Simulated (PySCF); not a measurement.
Ge(OH)3(PH2) (GeH₅O₃P), SMILES [OH][Ge]([OH])([OH])[PH2].

Coordinates come from a B3LYP-D3(BJ)/def2-SVP optimisation. This is a generated structure with no PubChem entry under its InChIKey; it may be hypothetical. One conformer was computed; it need not be the lowest.

Two levels are set side by side: PBE/def2-TZVP (PySCF) and CAM-B3LYP/def2-TZVP (PySCF). Same geometry, gas phase. Differences are taken from unrounded values.

```json
[
 {"quantity": "orbital gap (eV)", "CAM-B3LYP": "9.78", "PBE": "5.35", "PBE minus CAM-B3LYP": "-4.43"},
 {"quantity": "highest occupied level (eV)", "CAM-B3LYP": "-9.18", "PBE": "-6.63", "PBE minus CAM-B3LYP": "2.56"},
 {"quantity": "lowest empty level (eV)", "CAM-B3LYP": "0.59", "PBE": "-1.28", "PBE minus CAM-B3LYP": "-1.87"},
 {"quantity": "dipole moment (D)", "CAM-B3LYP": "0.87", "PBE": "0.86", "PBE minus CAM-B3LYP": "-0.01"},
 {"quantity": "mean polarisability (bohr³)", "CAM-B3LYP": "64.2", "PBE": "67.9", "PBE minus CAM-B3LYP": "3.7"}
]
```

Without exact exchange PBE keeps part of each electron's self-repulsion, which lifts occupied levels and narrows the gap. Loosely held outer electrons make PBE densities more polarisable. Differences between two approximate levels are no errors against the true value.

Rough cost on one machine, each run with all the roots and properties that it gave: CAM-B3LYP against PBE within a factor of 2.
